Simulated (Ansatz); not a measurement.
AgI₂⁺. The state is a triplet with charge 1. Geometry PBE0-D4/def2-TZVP, that of the neutral doublet.

Cartesian coordinates in Å:
```
Ag -0.0001 0.0005 -0.0006
I 2.2169 -0.8615 -0.9836
I -2.2169 0.8611 0.9842
```

In the def2 sets Ag, I take a core potential; there is no spin–orbit coupling. The structure comes from a short search, and lower isomers may exist.

Estimate the α-spin orbital energies around the gap (eV) in Ansatz with PBE-D4/def2-TZVP, r2SCAN-D4/def2-TZVP, PBE0-D4/def2-TZVP.


| orbital | PBE-D4/def2-TZVP | r2SCAN-D4/def2-TZVP | PBE0-D4/def2-TZVP |
| --- | --- | --- | --- |
| HOMO−5 | -12.97 | -13.36 | -14.33 |
| HOMO−4 | -12.74 | -13.36 | -14.33 |
| HOMO−3 | -12.74 | -13.26 | -14.08 |
| HOMO−2 | -12.48 | -12.63 | -13.52 |
| HOMO−1 | -12.27 | -12.41 | -13.19 |
| HOMO | -12.27 | -12.41 | -13.19 |
| LUMO | -6.89 | -6.59 | -5.88 |
| LUMO+1 | -5.17 | -4.81 | -4.39 |
| LUMO+2 | -5.17 | -4.81 | -4.39 |
| LUMO+3 | -3.40 | -2.53 | -2.73 |
| LUMO+4 | -3.07 | -2.50 | -2.38 |
| LUMO+5 | -1.63 | -1.00 | -0.75 |
| β HOMO | -11.97 | -12.09 | -12.88 |
| β LUMO | -11.51 | -11.39 | -10.56 |
